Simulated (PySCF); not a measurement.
GeH3, SMILES [GeH3+], charge +1.

The structure is a stationary point at B3LYP-D3(BJ)/def2-TZVPD.

Level of theory: PySCF with B3LYP-D3(BJ)/def2-TZVPD.

Frequencies are harmonic and unscaled.

Modes within 1.5 cm⁻¹ of each other (mostly degenerate sets) share a row, with their intensities summed.

Give all harmonic wavenumbers and intensities. (The exact figures need the calculation; the answer reports its results.)


| mode | ν (cm⁻¹) | IR (km/mol) | Raman (Å⁴/amu) | depolarisation | moving atoms (share of kinetic energy) |
|---|---|---|---|---|---|
| 1 | 795 | 19.7 | 0.0 | – | H 96 % |
| 2–3 | 851 | 70.3 | 17.4 | 0.75 | H 98 % |
| 4 | 2177 | 0.0 | 355.1 | 0.04 | H 100 % |
| 5–6 | 2243 | 0.0 | 100.8 | 0.75 | H 98 % |
